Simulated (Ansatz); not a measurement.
An input meant for (MoO3)4 (Mo₄O₁₂) (charge 0, singlet; atoms displaced at random, 0.03 Å in each coordinate).

```yaml
crystal:
  periodic: [false, false, false]
  atoms:
    - {symbol: O, position_ang: [3.369358, -0.685679, -1.830087]}
    - {symbol: Mo, position_ang: [1.753929, -1.170301, -1.632334]}
    - {symbol: O, position_ang: [1.467746, -2.537586, -2.597252]}
    - {symbol: O, position_ang: [1.427285, -1.607904, 0.256306]}
    - {symbol: Mo, position_ang: [0.399886, -1.829971, 1.783697]}
    - {symbol: O, position_ang: [1.391659, -2.172681, 3.133535]}
    - {symbol: O, position_ang: [-0.656594, -3.133853, 1.553771]}
    - {symbol: O, position_ang: [-0.580935, -0.231510, 2.036309]}
    - {symbol: Mo, position_ang: [-1.806306, 1.147669, 1.612022]}
    - {symbol: O, position_ang: [-3.377226, 0.656332, 1.793733]}
    - {symbol: O, position_ang: [-1.418474, 2.505979, 2.562367]}
    - {symbol: O, position_ang: [-1.420821, 1.599233, -0.206395]}
    - {symbol: Mo, position_ang: [-0.419866, 1.824560, -1.766919]}
    - {symbol: O, position_ang: [-1.395365, 2.148802, -3.106198]}
    - {symbol: O, position_ang: [0.608069, 3.158088, -1.617506]}
    - {symbol: O, position_ang: [0.561385, 0.255269, -2.074966]}
basis:
  gaussian: {orbitals: def2-TZVPP, final_grid: {core_spheres: 1, valence_spheres: 1, degree: 5}}
hamiltonian: {xc: {name: wB97M-V}}
scf: {omitted_lower_state_checks: [starts]}
output: {forces: true}
```

```sh
$ ansatz run in.yaml --threads 2 --pin off --events-out ev --progress --plain --max-ram 31744MiB --backend cuda --devices 0, --max-vram 18GiB
```

Shortened log:

```
Functional definition: wB97M-V
3116 factors; their error is unknown
598 factors; integrals over basis functions are off by at most 8.8e-6 eV
mean field evaluation 1: about -31928.1837 eV, gradient 2.1e2 eV
mean field evaluation 2: about -31317.4535 eV, gradient 6.6e2 eV
mean field evaluation 4: about -31996.2612 eV, gradient 5.5e1 eV
mean field evaluation 8: about -32000.9422 eV, gradient 5.1e-1 eV
mean field evaluation 16: about -31958.3126 eV, gradient 1.1e0 eV
mean field evaluation 32: about -31958.3198 eV, gradient 3.0e-4 eV
mean field -31958.31981334 eV, -1174.4465910132 hartree, gradient 7.4e-5 eV, S^2 0.000000; 0 other end points of the search recorded, 0 dependent functions left out
reference -31958.32017861 eV, -1174.4466044366 hartree; 76, 76 occupied and 520, 520 virtual orbitals, 3116 factors
Total energy: -31958.32017861 eV, -1174.4466044366 hartree
Atom 0 at     3.369358    -0.685679    -1.830087 Å, force     1.979372    -0.312585    -1.063846 eV/Å
Atom 1 at     1.753929    -1.170301    -1.632334 Å, force    -9.033289     4.579945     6.738936 eV/Å
Atom 2 at     1.467746    -2.537586    -2.597252 Å, force     1.057191    -1.019884    -1.088607 eV/Å
Atom 3 at     1.427285    -1.607904     0.256306 Å, force    -7.753938     4.593434    -5.039580 eV/Å
Atom 4 at     0.399886    -1.829971     1.783697 Å, force    -4.300050     4.360488    -6.889469 eV/Å
Atom 5 at     1.391659    -2.172681     3.133535 Å, force     4.519153    -2.273638     6.877694 eV/Å
Atom 6 at    -0.656594    -3.133853     1.553771 Å, force     2.832822     4.772177    -0.067245 eV/Å
Atom 7 at    -0.580935    -0.231510     2.036309 Å, force    -2.082365    -1.095908    -9.941217 eV/Å
Atom 8 at    -1.806306     1.147669     1.612022 Å, force    14.689994     2.338861    -6.206450 eV/Å
Atom 9 at    -3.377226     0.656332     1.793733 Å, force    -6.292803    -2.635667     1.364972 eV/Å
Atom 10 at    -1.418474     2.505979     2.562367 Å, force    -2.108425    -1.742554     0.058661 eV/Å
Atom 11 at    -1.420821     1.599233    -0.206395 Å, force     7.756299    -5.095237     4.421819 eV/Å
Atom 12 at    -0.419866     1.824560    -1.766919 Å, force     5.670158    -4.640457    10.165068 eV/Å
Atom 13 at    -1.395365     2.148802    -3.106198 Å, force    -6.253081     3.353356    -9.951345 eV/Å
Atom 14 at     0.608069     3.158088    -1.617506 Å, force    -2.955657    -4.508387     0.038174 eV/Å
Atom 15 at     0.561385     0.255269    -2.074966 Å, force     2.274617    -0.673945    10.582437 eV/Å
Dipole moment:    -0.019732    -0.027742    -0.091298 e Å
Checks for a lower state left out: starts
```

In this input the integration grid is far too coarse. Self-consistency was reached. The result belongs to that input, not to the species as meant.

In the def2 sets Mo takes a core potential; there is no spin–orbit coupling.
